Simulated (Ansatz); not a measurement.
As₄P. Charge 0, multiplicity 2. Geometry B3LYP-D4/def2-SVP, basis def2-TZVP, Ansatz.

```xyz
5

P    -0.423    0.575   -1.394
As    0.143   -0.885    1.405
As    1.680    0.071   -0.343
As   -1.482   -1.304   -0.416
As    0.082    1.543    0.748
```

```csv
run,HOMO (eV),LUMO (eV)
A,-5.06,-3.57
B,-5.35,-3.33
C,-4.42,-3.63
D,-4.68,-3.73
E,-5.73,-2.97
```

HSE06 is defined as in plane-wave codes, on full-range PBE exchange. Another isomer (doublet) lies 0.02 eV lower at PBE0-D4/def2-TZVP; other spin states weren't run for this one.

HOMO and LUMO are taken over both spins.

The runs used BLYP, HSE06, PBE, PBE0, r2SCAN. Estimate which is which.

A r2SCAN (0 % exact exchange); B HSE06 (range-separated); C BLYP (0 % exact exchange); D PBE (0 % exact exchange); E PBE0 (25 % exact exchange). Exact exchange lowers occupied and raises empty levels; among semilocal functionals meta-GGAs tend to open the gap a little, and such runs are hard to tell apart. The gap grows from 0.79 eV (BLYP) to 2.76 eV (PBE0).
